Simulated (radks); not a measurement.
Polarisability of the silicon ion Si+, [Ne] 3s2 3p1, at imaginary frequency. All-electron calculation, scalar-relativistic Kohn-Sham, PBE, spin-polarised, spherical densities, finite nucleus; open shells are filled with parallel spins first; Fermi nuclear charge, rms radius 3.1224 fm. Program: a radial shooting solver on a logarithmic mesh with Libxc functionals. Response by self-consistent Sternheimer equations with the Hartree and adiabatic LDA kernel, the relativistic mass of each level held fixed and spin-orbit coupling left out.

w (hartree)  alpha1(iw) (bohr^3)
0.00266                    18.90
0.0143                     18.87
0.0360                     18.71
0.0697                     18.21
0.118                      17.05
0.186                      14.93
0.280                      11.85
0.413                      8.344
0.605                      5.209
0.892                      2.930
1.35                       1.517
2.12                      0.7375
3.59                      0.3366
6.94                      0.1309
17.5                     0.02986

Static values: alpha1 = 18.90 bohr^3 (2.801 angstrom^3; uncoupled 31.08). C6 = 99.13, triple-dipole C9 = 1384 atomic units. One-pole (London) frequency 4 C6 / (3 alpha1^2) = 0.370 hartree, against 0.445 for minus the highest occupied eigenvalue.
